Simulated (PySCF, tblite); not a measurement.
Species: C₃H₇FO₃Si₂.
Structure used (GFN2-xTB), in Å, numbered top down from 1:
```
atom  x, y, z in Å
O1     1.3798    1.4483    0.2773
C2     1.5001    0.2457    0.3340
O3     2.6928   -0.3549    0.1991
C4     0.3738   -0.6908    0.4817
Si5   -0.2091   -1.0345   -1.3352
O6    -1.1109    0.3084   -1.4988
Si7   -1.5465    1.2136   -0.1862
C8    -0.7838    0.0483    1.1454
F9    -1.7530   -0.8824    1.5104
H10    3.3831    0.3112    0.0527
H11    0.6743   -1.5854    1.0239
H12   -1.0403   -2.2285   -1.3605
H13    0.8635   -0.9569   -2.3131
H14   -2.9983    1.1138   -0.1164
H15   -0.9650    2.5329   -0.3059
H16   -0.4680    0.5203    2.0803
```

Jobs on this species (16 atoms, 86 electrons) with PySCF (density fitting) and tblite. Hardware of each: Arm Neoverse V1, one thread, no GPU, on a shared host. The host was shared with other jobs, so the times are rough.

| level and settings | work | basis functions | SCF cycles | wall time |
| --- | --- | --- | --- | --- |
| PBE0/pcSseg-1 | shieldings, ring-centre shieldings, charges and field gradients, density and orbital grids written | 202 | ? | ? |
| GFN2-xTB | L-BFGS relaxation | – | – | 0.9 s |
| GFN2-xTB | Hessian by finite differences | – | – | 0.7 s |

Fill in the missing figures.

- PBE0/pcSseg-1; shieldings, ring-centre shieldings, charges and field gradients, density and orbital grids written: 52 s, 14 SCF cycles

What do all jobs in the table cost together?

About 54 s; the longest takes about 97 % of that, and about 74 times as long as the shortest.
